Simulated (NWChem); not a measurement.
System: C3H5FSi; SMILES C#CC[SiH2]F

The following NWChem deck was run.

```
start job
memory heap 200 mb stack 900 mb global 1100 mb
geometry units angstroms noautosym nocenter noautoz
  C      0.686141    -2.545244     0.233592
  C     -0.041036    -1.637945    -0.106805
  C     -0.883063    -0.518360    -0.483139
  Si    -0.331167     1.109376     0.288099
  F      1.104191     1.539612    -0.339927
  H      1.327564    -3.355155     0.527334
  H     -1.929001    -0.692687    -0.170388
  H     -0.903179    -0.391167    -1.579972
  H     -1.316086     2.173270    -0.058549
  H     -0.175671     0.970294     1.760434
end
basis spherical
  * library pcsseg-1
end
dft
  xc kt2
  iterations 150
end
property
  shielding
end
task dft property
```

NWChem printed, in part:

```
             Northwest Computational Chemistry Package (NWChem) 7.3.0
             --------------------------------------------------------

                             Geometry "geometry" -> ""
                             -------------------------

 Output coordinates in angstroms (scale by  1.889725989 to convert to a.u.)

  No.       Tag          Charge          X              Y              Z
 ---- ---------------- ---------- -------------- -------------- --------------
    1 C                    6.0000     0.68614100    -2.54524400     0.23359200
    2 C                    6.0000    -0.04103600    -1.63794500    -0.10680500
    3 C                    6.0000    -0.88306300    -0.51836000    -0.48313900
    4 Si                  14.0000    -0.33116700     1.10937600     0.28809900
    5 F                    9.0000     1.10419100     1.53961200    -0.33992700
    6 H                    1.0000     1.32756400    -3.35515500     0.52733400
    7 H                    1.0000    -1.92900100    -0.69268700    -0.17038800
    8 H                    1.0000    -0.90317900    -0.39116700    -1.57997200
    9 H                    1.0000    -1.31608600     2.17327000    -0.05854900
   10 H                    1.0000    -0.17567100     0.97029400     1.76043400

 Effective nuclear repulsion energy (a.u.)     201.7367712580

                              NWChem Property Module
                              ----------------------

  itol2e modified to match energy
  convergence criterion.

                                 NWChem DFT Module
                                 -----------------

 Summary of "ao basis" -> "ao basis" (spherical)
 ------------------------------------------------------------------------------
       Tag                 Description            Shells   Functions and Types
 ---------------- ------------------------------  ------  ---------------------
 C                          pcsseg-1                 7       17   3s3p1d
 Si                         pcsseg-1                10       24   4s5p1d
 F                          pcsseg-1                 7       17   3s3p1d
 H                          pcsseg-1                 3        5   2s1p

  itol2e modified to match energy
  convergence criterion.

            General Information
            -------------------
          SCF calculation type: DFT
          Wavefunction type:  closed shell.
          No. of atoms     :    10
          No. of electrons :    46
           Alpha electrons :    23
            Beta electrons :    23
          Charge           :     0
          Spin multiplicity:     1
          Use of symmetry is: off; symmetry adaption is: off
          Maximum number of iterations: 150
          AO basis - number of functions:   117
                     number of shells:    53
          Convergence on energy requested:  1.00D-07
          Convergence on density requested:  1.00D-05
          Convergence on gradient requested:  5.00D-04

              XC Information
              --------------
                          KT2 Method XC Functional
                        Slater Exchange Functional  1.072 local
                           KT1 gradient correction  1.000 non-local
            Perdew 1991 LDA Correlation Functional  0.577 local

             Grid Information
             ----------------
          Grid used for XC integration:  fine
          Radial quadrature: Mura-Knowles
          Angular quadrature: Lebedev.
          Tag              B.-S. Rad. Rad. Pts. Rad. Cut. Ang. Pts.
          ---              ---------- --------- --------- ---------
          C                   0.70       70          13.0       590
          Si                  1.10      123          13.0       770
          F                   0.50       70          13.0       590
          H                   0.35       60          14.0       590
          Grid pruning is: on
          Number of quadrature shells:   703
          Spatial weights used:  Erf1

[...]

          -----------------------------------------
          Chemical Shielding Tensors (GIAO, in ppm)
          -----------------------------------------

                                NWChem CPHF Module
                                ------------------

  scftype          =     RHF
  nclosed          =       23
  nopen            =        0
  variables        =     2162
  # of vectors     =        3
  tolerance        = 0.10D-03
  level shift      = 0.00D+00
  max iterations   =       50
  max subspace     =       30

 SCF residual:    9.4491368116045242E-005

Iterative solution of linear equations
  No. of variables     2162
  No. of equations        3
  Maximum subspace       30
        Iterations       50
       Convergence  1.0D-04

   iter   nsub   residual    time
   ----  ------  --------  ---------
     1      3    2.93D-05      67.3

      Atom:    1  C
        Diamagnetic
    257.9735    -17.2141      6.5736
    -17.2141    267.0020     -8.1734
      6.5736     -8.1734    247.3877

        Paramagnetic
   -138.6274    -76.2078     25.2935
    -76.2078    -98.4550    -38.0207
     25.2935    -38.0207   -183.1858

        Total Shielding Tensor
    119.3461    -93.4219     31.8671
    -93.4219    168.5470    -46.1941
     31.8671    -46.1941     64.2019

           isotropic =     117.3650
          anisotropy =     209.2401

          Principal Components and Axis System
                 1           2           3
              256.8584     50.4746     44.7619

      1        -0.5830     -0.6597      0.4742
      2         0.7629     -0.2438      0.5988
      3        -0.2794      0.7109      0.6454

      Atom:    2  C
        Diamagnetic
    257.4507    -21.0217      7.5892
    -21.0217    271.5929     -9.3245
      7.5892     -9.3245    244.3520

        Paramagnetic
   -142.3114   -100.6787     40.2949
   -100.6787    -96.6852    -45.2567
     40.2949    -45.2567   -201.5464

        Total Shielding Tensor
    115.1393   -121.7003     47.8841
   -121.7003    174.9077    -54.5812
     47.8841    -54.5812     42.8056

           isotropic =     110.9509
          anisotropy =     270.7940

          Principal Components and Axis System
                 1           2           3
              291.4802     24.6508     16.7216

      1        -0.5956      0.3446      0.7256
      2         0.7529      0.5543      0.3548
      3        -0.2799      0.7576     -0.5896

      Atom:    3  C
        Diamagnetic
    255.4357     -2.7033      0.4906
     -2.7033    265.3554      0.7892
      0.4906      0.7892    252.4567

        Paramagnetic
    -78.6801     -4.0182     -4.1373
     -4.0182    -84.0161     -0.1366
     -4.1373     -0.1366    -89.5554

        Total Shielding Tensor
    176.7556     -6.7215     -3.6467
     -6.7215    181.3393      0.6525
     -3.6467      0.6525    162.9013

           isotropic =     173.6654
          anisotropy =      19.1824

          Principal Components and Axis System
                 1           2           3
              186.4537    172.6004    161.9422

      1        -0.5945      0.7596      0.2638
      2         0.7959      0.6025      0.0590
      3         0.1141     -0.2450      0.9628

      Atom:    4  Si
        Diamagnetic
    882.4110      2.2233     -2.0626
      2.2233    883.8866      1.1762
     -2.0626      1.1762    877.3474

        Paramagnetic
   -501.3914     39.1990    -36.3565
     39.1990   -548.9181     -1.4983
    -36.3565     -1.4983   -535.0674

        Total Shielding Tensor
    381.0196     41.4223    -38.4191
     41.4223    334.9685     -0.3221
    -38.4191     -0.3221    342.2800

           isotropic =     352.7560
          anisotropy =     101.2151

          Principal Components and Axis System
                 1           2           3
              420.2328    338.7558    299.2796

      1         0.8212      0.0647     -0.5669
      2         0.4005      0.6423      0.6535
      3        -0.4064      0.7637     -0.5016

      Atom:    5  F
        Diamagnetic
    486.2093      8.4081     -9.8277
      8.4081    468.6960     -2.6853
     -9.8277     -2.6853    466.4378

        Paramagnetic
   -121.7693      7.0090      8.7698
      7.0090    -69.2403     19.7074
      8.7698     19.7074    -79.0574

        Total Shielding Tensor
    364.4399     15.4171     -1.0578
     15.4171    399.4557     17.0221
     -1.0578     17.0221    387.3804

           isotropic =     383.7587
          anisotropy =      46.1032

          Principal Components and Axis System
                 1           2           3
              414.4941    380.0709    356.7111

      1         0.2436     -0.4291      0.8698
      2         0.8257     -0.3788     -0.4181
      3         0.5089      0.8200      0.2620

      Atom:    6  H
        Diamagnetic
     33.2058     -5.6700      2.0736
     -5.6700     36.5649     -2.6175
      2.0736     -2.6175     29.7502

        Paramagnetic
     -4.0868     -1.1277      0.3552
     -1.1277     -3.1758     -0.5419
      0.3552     -0.5419     -4.5476

        Total Shielding Tensor
     29.1190     -6.7977      2.4288
     -6.7977     33.3891     -3.1594
      2.4288     -3.1594     25.2026

           isotropic =      29.2369
          anisotropy =      15.3799

          Principal Components and Axis System
                 1           2           3
               39.4902     24.1974     24.0232

      1        -0.5713      0.5277     -0.6286
      2         0.7756      0.5977     -0.2030
      3        -0.2686      0.6035      0.7507

      Atom:    7  H
        Diamagnetic
     40.4955      1.2257     -3.3546
      1.2257     25.5126     -0.5396
     -3.3546     -0.5396     21.9830

        Paramagnetic
     -4.4671     -1.4722      2.3999
     -1.4722      2.3268     -0.8381
      2.3999     -0.8381      3.0612

        Total Shielding Tensor
     36.0284     -0.2466     -0.9547
     -0.2466     27.8394     -1.3777
     -0.9547     -1.3777     25.0441

[...]
```

Level: KT2/pcSseg-1, GIAO. All runs use the structure optimised with PBE0/def2-SVP. The printed shielding anisotropy is the first printed principal value minus the mean of the other two.
